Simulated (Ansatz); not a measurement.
System: C$_{4}$H$_{10}$O (charge 0, singlet). 
Coordinates optimised at B3LYP-D3(BJ)/def2-TZVP (Ansatz, a program for electronic structure):
```
C
H 1 1.1007
O 1 1.4264 2 108.24
C 3 1.4095 1 114.85 2 -47.86
H 4 1.0893 3 107.06 1 172.43
H 4 1.0959 5 108.52 3 -121.71
H 4 1.0982 5 108.86 6 -117.86
C 1 1.5180 2 109.15 3 115.45
H 8 1.0900 1 110.46 2 -59.15
H 8 1.0911 9 108.75 1 -121.61
H 8 1.0917 9 108.33 10 -117.72
C 1 1.5254 2 108.90 3 -121.92
H 12 1.0904 1 111.90 2 57.96
H 12 1.0916 13 107.61 1 121.31
H 12 1.0919 13 108.43 14 117.16
```
Charge 0, spin multiplicity 1.

Computed values are from Ansatz. Correlated levels leave the core frozen unless marked. Open shells are spin-unrestricted. Spin-orbit coupling is left out. No relativistic terms. Basis-set limits of correlation are two-point, X^-3; Hartree-Fock from the larger set. The bracket is a focal-point correction in the basis named.

Task: What is the atomisation energy De at CCSD(T)/CBS(cc-pVTZ,cc-pVQZ)?

Result: 1390.9 kcal/mol.

Task: What is the total energy at CCSD(T)/CBS(cc-pVTZ,cc-pVQZ)?

Result: -233.3778 Eh.

Task: What is the dipole moment at CCSD(T)/aug-cc-pVDZ?

Result: 1.25 D.

Task: What is the T1 diagnostic at CCSD/cc-pVQZ?

Result: 0.010.

Task: What is the vertical ionisation energy (to the doublet) at RI-MP2/CBS(aug-cc-pVTZ,aug-cc-pVQZ)+[CCSD(T)-MP2]/aug-cc-pVTZ?

Result: 9.88 eV.
